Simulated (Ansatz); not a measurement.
`N=C(Br)I` + H₂O → `N=C(O)Br` + HI at 298.15 K and 1 bar (formal hydrolysis of a C–I bond).

Program: Ansatz. Geometries: PBE0-D4/def2-TZVP. ΔE: electronic, gas phase. CCSD(T)/CBS is the MP2 limit (def2-TZVPP, def2-QZVPP) plus CCSD(T) − MP2 in def2-TZVPP, frozen cores. This one scheme is used for every species. def2 core potentials past Kr. For Br, I outer-core shells are correlated without core-valence functions, which leaves a few kJ/mol of doubt a bond. Scalar relativity is left out up to krypton. Each species was taken in one conformer, which may not be the lowest.

| species | CCSD(T)/CBS energy (Eh) | H − E (kJ/mol) | S (J/(mol·K)) |
| --- | --- | --- | --- |
| `N=C(Br)I` | -2964.08349 | 70.0 | 322.9 |
| H₂O | -76.37941 | 66.4 | 188.7 |
| `N=C(O)Br` | -2742.42454 | 108.2 | 293.9 |
| HI | -298.03592 | 22.7 | 206.5 |

H − E and S are ideal-gas, rigid-rotor, harmonic terms from PBE0-D4/def2-TZVP, for one conformer and one mirror image of each species. 1 Eh = 2625.50 kJ/mol, R = 8.31446 J/(mol·K).

Task: By hand: ΔE, ΔH, ΔS and ΔG.

Result: ΔE = (-2742.42454) + (-298.03592) − (-2964.08349) − (-76.37941) = 0.00244 Eh = 6.4 kJ/mol. Δ(H − E) = 108.2 + 22.7 − 70.0 − 66.4 = -5.5, so ΔH = 0.9 kJ/mol. ΔS = 293.9 + 206.5 − 322.9 − 188.7 = -11.2 J/(mol·K). ΔG = 0.9 − 298.15 × (-11.2)/1000 = 4.2 kJ/mol.

Task: By hand: the equilibrium constant, and the temperature at which ΔG would vanish if ΔH and ΔS stayed fixed.

Result: log₁₀ K = −ΔG/(RT ln 10) = -0.7. ΔH and −TΔS have one sign here, so there is no such temperature. One of them is within its doubt of zero, so this could turn.

TΔS isn't small against ΔH here. The sign of ΔG lies within the doubt. A doubt of 5 kJ/mol in ΔE shifts log₁₀ K by 0.9 here. Other conformers and mirror images would add mixing entropy, several J/(mol·K) or more a flexible species. These are equilibria of isolated gas molecules and say nothing of rates. Largest T1 diagnostic: 0.011 (customary marks: 0.02 for closed shells, 0.045 for open ones).
